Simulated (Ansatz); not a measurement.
Geometry optimisation, RKS PBE-D4/def2-SVP (Ansatz 0.2.0).

input.yaml

```yaml
crystal:
  periodic: [false, false, false]
  atoms:
    - { symbol: Zn, position_ang: [0.0, 0.0, 0.0] }
    - { symbol: Cl, position_ang: [0.0, 0.0, 2.59] }
    - { symbol: O, position_ang: [0.0, 0.0, -1.79] }
    - { symbol: H, position_ang: [0.2547, -0.9174, -2.1271] }
    - { symbol: O, position_ang: [-1.9515, -0.354, 0.659] }
    - { symbol: Al, position_ang: [-3.0996, -1.4783, -0.1067] }
    - { symbol: H, position_ang: [-2.6459, -2.9241, -0.4771] }
    - { symbol: H, position_ang: [-4.5594, -1.0177, -0.4073] }
    - { symbol: H, position_ang: [-1.394, -0.2528, 1.8346] }
basis:
  gaussian: { orbitals: def2-SVP }
hamiltonian:
  xc: pbe
  dispersion: d4
relax:
  f_tol: 0.15
  max_steps: 25
  restrain:
    - { distance: [0, 4], at: 2.99, k: 30.0 }
    - { distance: [8, 1], at: 2.57, k: 30.0 }
    - { distance: [0, 1], at: 2.24, k: 30.0 }
    - { distance: [8, 4], at: 1.01, k: 30.0 }
```

Run as:

```bash
$ ansatz run input.yaml --threads 4 --pin off --max-ram 5120MiB --backend cpu --events-out ev --progress --plain --runs-dir out
```

**Question.** Where does it end, and by what steps?

**Answer.** It converged. The restraints hold the end off the free minimum; the threshold counts their pulls, which the force column leaves out. Restrained pairs: Zn1–O5 (2.09 → 2.96 Å), Cl2–H9 (1.61 → 2.58 Å), Zn1–Cl2 (2.59 → 2.20 Å), O5–H9 (1.31 → 0.99 Å). After 14 steps the energy has fallen by 1.658 eV (the restraints' own energy left out); H8 moved furthest, 1.15 Å.

| step | energy less start (eV) | largest force component (eV/Å) | accepted |
| --- | --- | --- | --- |
| 0 | 0.0000 | 1.821 | yes |
| 1 | -0.3101 | 2.553 | yes |
| 2 | -0.5452 | 1.920 | yes |
| 3 | -0.6152 | 1.438 | yes |
| 4 | -0.7305 | 1.867 | yes |
| 5 | -0.9449 | 1.120 | yes |
| 6 | -1.0104 | 0.993 | yes |
| 7 | -1.0840 | 1.021 | yes |
| 8 | -1.1948 | 1.539 | yes |
| 9 | -1.3957 | 1.462 | yes |
| 10 | -1.5895 | 1.397 | yes |
| 11 | -1.5957 | 1.333 | yes |
| 12 | -1.6440 | 1.439 | yes |
| 13 | -1.6519 | 1.511 | yes |
| 14 | -1.6585 | 1.482 | yes |

```xyz
9
Properties=species:S:1:pos:R:3
Zn 0.180 0.032 0.102
Cl 0.681 0.105 2.244
O -0.944 -0.406 -1.294
H -0.589 -1.052 -1.939
O -2.532 -0.392 1.207
Al -2.575 -1.223 -0.356
H -1.997 -2.743 -0.408
H -3.819 -0.760 -1.248
H -1.801 -0.504 1.868
```

Time of the run: 21 s on 4 threads of Arm Neoverse V2, with other jobs on the host, peak memory 0.18 GiB.
